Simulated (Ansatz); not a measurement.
C$_{2}$H$_{6}$AuClS, charge -1, doublet, at the geometry of the source list (the multiplicity is a formal guess) (core potentials on Au) (a gas-phase anion, which may not be bound at this level); HF/def2-SV(P) run with Ansatz (a first-principles code).

Ansatz was given this input:
Ansatz 0.2 input:
```yaml
crystal:
  periodic: [false, false, false]
  atoms:
    - {symbol: Au, position_ang: [1.61860000, -1.58070000, 0.01030000]}
    - {symbol: Cl, position_ang: [3.69980000, -2.33190000, 0.39400000]}
    - {symbol: C, position_ang: [-0.21670000, 0.79500000, -1.33070000]}
    - {symbol: S, position_ang: [-0.54120000, -0.71430000, -0.36290000]}
    - {symbol: C, position_ang: [-0.95800000, 0.05260000, 1.23660000]}
    - {symbol: H, position_ang: [0.54380000, 1.39440000, -0.84120000]}
    - {symbol: H, position_ang: [-1.14600000, 1.34890000, -1.42720000]}
    - {symbol: H, position_ang: [0.13020000, 0.47760000, -2.30840000]}
    - {symbol: H, position_ang: [-0.14980000, 0.69980000, 1.56060000]}
    - {symbol: H, position_ang: [-1.09920000, -0.75350000, 1.94880000]}
    - {symbol: H, position_ang: [-1.88160000, 0.61220000, 1.12010000]}
basis:
  gaussian:
    orbitals: def2-SV_P_.json
hamiltonian:
  xc: hf
total_charge: -1
magnetization: {spin_polarized: true, initial_magnetization: 1}
scf: {lower_state_search: off}
```
The basis file holds def2-SV(P) in the JSON format of the Basis Set Exchange.

Task: Predict the main parts of the log of this Ansatz run.

Result: 
```
Functional definition: HF
these checks for a lower state are left out or cut short: stability, starts, cluster_reference, orbital_swaps, neighbouring_geometries, increment
1138 factors; integrals over basis functions are off by at most 8.9e-4 eV
mean field evaluation 1: about -29131.1427 eV, gradient 2.0e1 eV
mean field evaluation 2: about -29131.1695 eV, gradient 2.0e1 eV
mean field evaluation 4: about -29134.1081 eV, gradient 2.5e0 eV
mean field evaluation 8: about -29134.1995 eV, gradient 3.1e-1 eV
mean field evaluation 16: about -29134.3689 eV, gradient 3.8e-1 eV
mean field -29134.42280881 eV, -1070.6702902029 hartree, gradient 2.8e-6 eV, S^2 0.765109; 0 other end points of the search recorded, 0 dependent functions left out
reference -29134.42280881 eV, -1070.6702902029 hartree; 36, 35 occupied and 65, 66 virtual orbitals, 1138 factors
Total energy: -29134.42280881 eV, -1070.6702902029 hartree
Checks for a lower state left out: stability, starts, cluster_reference, orbital_swaps, neighbouring_geometries, increment
```
